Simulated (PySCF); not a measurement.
C4H3ClF2.

```xyz
10

C     -2.1500     0.5586     0.0000
C     -1.0828    -0.2463     0.0000
F     -1.2512    -1.5781     0.0000
C      0.3281     0.1541     0.0000
Cl     0.6609     1.8704     0.0000
C      1.3970    -0.6639     0.0000
F      1.3143    -1.9873     0.0000
H     -3.1503     0.1241     0.0000
H     -2.0295     1.6394     0.0000
H      2.4225    -0.2863     0.0000
```
Charge 0, spin multiplicity 1.

Coordinates come from a B3LYP-D3(BJ)/def2-SVP optimisation. The structure was generated by enumeration; whether it is a known compound was not checked. One conformer was computed; it need not be the lowest.

Method: PBE0/pcSseg-1 (PySCF). Non-relativistic, no solvent.

Computed absolute GIAO shielding of each atom: isotropic value and principal components (ppm):
```json
[
 {"atom": "C1", "σ(iso)": "82.6", "σ11": "-10.4", "σ22": "94.5", "σ33": "163.5", "span": "173.9"},
 {"atom": "C2", "σ(iso)": "17.0", "σ11": "-83.8", "σ22": "63.9", "σ33": "70.8", "span": "154.6"},
 {"atom": "F3", "σ(iso)": "284.3", "σ11": "189.0", "σ22": "289.0", "σ33": "374.9", "span": "185.8"},
 {"atom": "C4", "σ(iso)": "58.7", "σ11": "-28.3", "σ22": "91.0", "σ33": "113.4", "span": "141.6"},
 {"atom": "Cl5", "σ(iso)": "791.8", "σ11": "663.7", "σ22": "669.4", "σ33": "1042.3", "span": "378.6"},
 {"atom": "C6", "σ(iso)": "26.4", "σ11": "-53.1", "σ22": "56.6", "σ33": "75.6", "span": "128.7"},
 {"atom": "F7", "σ(iso)": "278.3", "σ11": "186.3", "σ22": "227.8", "σ33": "420.8", "span": "234.5"},
 {"atom": "H8", "σ(iso)": "26.0", "σ11": "23.9", "σ22": "24.2", "σ33": "30.0", "span": "6.0"},
 {"atom": "H9", "σ(iso)": "26.1", "σ11": "23.1", "σ22": "23.9", "σ33": "31.3", "span": "8.2"},
 {"atom": "H10", "σ(iso)": "24.3", "σ11": "20.2", "σ22": "24.1", "σ33": "28.7", "span": "8.4"}
]
```
